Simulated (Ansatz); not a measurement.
Reaction (cleavage of the Sn–Si bond): `C[SiH](O)[SnH3]` + `N[SiH3]` → `[SiH3][NH][SnH3]` + `C[SiH2]O`

Program: Ansatz. Geometries: PBE0-D4/def2-TZVP. ΔE: electronic, gas phase. CCSD(T)/CBS is the MP2 limit (def2-TZVPP, def2-QZVPP) plus CCSD(T) − MP2 in def2-TZVPP, frozen cores. This one scheme is used for every species. DFT in def2-TZVPP. def2 core potentials past Kr. For Sn outer-core shells are correlated without core-valence functions, which leaves a few kJ/mol of doubt a bond. One conformer a species, not always the lowest.

```tsv
level	ΔE (kJ/mol)
PBE-D4	31.4
ωB97X-V	13.7
B2PLYP	13.0
MP2/def2-TZVPP	8.7
```

Task: What does CCSD(T)/CBS give? (An estimate is asked.)

Result: Computed: +12.6 kJ/mol. The listed levels differ from it by 18.8, 1.1, 0.4, -3.9 kJ/mol.

Largest T1 diagnostic among the species: 0.013.

From PBE to PBE0 (25 % exact exchange), in def2-TZVPP and without D4, ΔE moves by −3.9 kJ/mol. In def2-TZVPP, CCSD(T) changes the Hartree–Fock value by +10.4 kJ/mol (the triples alone add +0.5 kJ/mol) and MP2 by +8.9 kJ/mol.
